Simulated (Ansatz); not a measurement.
Molecule: CHS, net charge -1, singlet state. It need not be the lowest isomer of its formula. Whether it binds its extra electron was not tested at this geometry. 
Structure (B3LYP-D3(BJ)/def2-TZVP (Ansatz, a quantum-chemistry and plane-wave program) minimum search):
```xyz
3

C     -1.0773     0.3107    -0.2890
S      0.5118    -0.0910     0.0907
H     -1.7245    -0.4085     0.2825
```
Charge -1, spin multiplicity 1.

Basis-set convergence of Hartree-Fock and CCSD(T) correlation energies (hartree) with Ansatz. Correlated levels leave the core frozen unless marked. No spin-orbit coupling. No relativistic terms. This anion needs diffuse functions, which these sets lack.

The Hartree-Fock reference is unstable (checked in the largest basis), which strains HF and MP2. The T1 diagnostic of CCSD in the largest basis is 0.025, which is high, so the coupled-cluster rows are less sure than usual.

| basis | functions | E(HF) | E(corr, CCSD(T)) |
|---|---|---|---|
| cc-pV(D+d)Z | 42 | -435.89195 | -0.29568 |
| cc-pV(T+d)Z | 83 | -435.92310 | -0.37578 |
| cc-pV(Q+d)Z | 149 | -435.93310 | -0.40150 |
| cc-pV(5+d)Z | 246 | [?] | [?] |

**Question.** Complete the blanks.

**Answer.** 
- cc-pV(5+d)Z, E(HF): -435.93635
- cc-pV(5+d)Z, E(corr, CCSD(T)): -0.41045
